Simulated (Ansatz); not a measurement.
Ansatz (a quantum-chemistry and plane-wave program) input (B3LYP-D3(BJ)/def2-TZVP):

Ansatz 0.2 input:
```yaml
crystal:
  periodic: [false, false, false]
  atoms:
    - {symbol: Si, position_ang: [0.48184016, 0.00483778, -0.06398914]}
    - {symbol: Cl, position_ang: [1.22619688, 1.81909833, -0.77754346]}
    - {symbol: Cl, position_ang: [1.21258253, -1.44994278, -1.36937286]}
    - {symbol: Cl, position_ang: [1.93354803, -0.29216765, 1.54547087]}
    - {symbol: C, position_ang: [-1.29423469, 0.00615447, -0.03453917]}
    - {symbol: H, position_ang: [-1.77928085, 0.82259401, 0.48757247]}
    - {symbol: H, position_ang: [-1.78678677, -0.93784093, 0.16954500]}
basis:
  gaussian:
    orbitals: def2-TZVP
hamiltonian:
  xc: b3lyp
  dispersion: d3bj
total_charge: -1
relax: {f_tol: 0.002, max_steps: 150}
```

End of the output:

```
integrals: 0.14 GiB planned
1318 factors; their error is unknown
mean field: 1.26 GiB planned
mean field -46523.71394329 eV, -1709.7149525099 hartree, gradient 1.3e-5 eV, S^2 0.000000; 1 other end points of the search recorded, 0 dependent functions left out
the calculation of the forces begins
reference -46523.71422548 eV, -1709.7149628804 hartree; 37, 37 occupied and 154, 154 virtual orbitals, 1318 factors
Total energy: -46524.18802792 eV, -1709.7323747988 hartree
Atom 0 at     0.464666     0.009745    -0.091457 Å, force    -0.000057    -0.000033     0.000309 eV/Å
Atom 1 at     1.226454     1.854391    -0.794384 Å, force    -0.000101     0.000055    -0.000152 eV/Å
Atom 2 at     1.213078    -1.477518    -1.397212 Å, force    -0.000054     0.000038    -0.000178 eV/Å
Atom 3 at     1.853639    -0.294046     1.557429 Å, force     0.000132    -0.000063     0.000203 eV/Å
Atom 4 at    -1.249389    -0.008815     0.048590 Å, force     0.000446    -0.000129    -0.000306 eV/Å
Atom 5 at    -1.753760     0.848894     0.481050 Å, force    -0.000162     0.000258     0.000055 eV/Å
Atom 6 at    -1.760823    -0.959917     0.153127 Å, force    -0.000205    -0.000125     0.000070 eV/Å
Dipole moment:     0.423743     0.004350    -0.033545 e Å
```

It need not be the lowest isomer of its formula. Whether it binds its extra electron was not tested at this geometry.
